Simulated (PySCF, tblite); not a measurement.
Species: C6H15PSi.
Geometry (GFN2-xTB, Å), atoms numbered from 1 in this order:
```xyz
23
C6H15PSi angstrom
C      3.2030   -0.4022   -0.2290
C      1.8976    0.3828   -0.2727
P      0.7819   -0.1288    1.1341
C     -0.1153   -1.5455    0.2900
C     -1.1602   -0.6041   -0.3291
C     -2.5971   -1.0925   -0.2660
C     -0.8513    0.6172    0.5598
Si    -0.9429    2.3489   -0.2083
H      3.0118   -1.4697   -0.3270
H      3.7154   -0.2382    0.7171
H      3.8653   -0.0958   -1.0370
H      2.1001    1.4505   -0.1500
H      1.3943    0.2362   -1.2306
H      0.4719   -2.1418   -0.4082
H     -0.5561   -2.2105    1.0345
H     -0.9106   -0.3939   -1.3732
H     -3.2723   -0.3294   -0.6489
H     -2.8781   -1.3168    0.7618
H     -2.7214   -1.9951   -0.8620
H     -1.5028    0.5894    1.4418
H     -0.2378    2.3770   -1.4931
H     -0.3479    3.3178    0.7117
H     -2.3524    2.6714   -0.4465
```

Jobs on this species (23 atoms, 80 electrons) with PySCF (density fitting) and tblite. Hardware of each: one thread, Intel Xeon Platinum 8375C at 2.90 GHz (x86_64), no GPU, shared host. Other jobs ran on the host; a repeat could differ by tens of per cent or more.

| level and settings | work | basis functions | SCF cycles | wall time |
| --- | --- | --- | --- | --- |
| GFN2-xTB | L-BFGS relaxation | – | – | ? |
| PBE0/pcSseg-1 | shieldings, ring-centre shieldings, charges and field gradients | 225 | 13 | 50 s |
| GFN2-xTB | Hessian by finite differences | – | – | 1.3 s |

**Question.** Fill in the missing figures.

**Answer.** 
- GFN2-xTB; L-BFGS relaxation: 1.9 s

**Question.** What do all jobs in the table cost together?

**Answer.** About 53 s; the longest takes about 94 % of that, and about 38 times as long as the shortest.
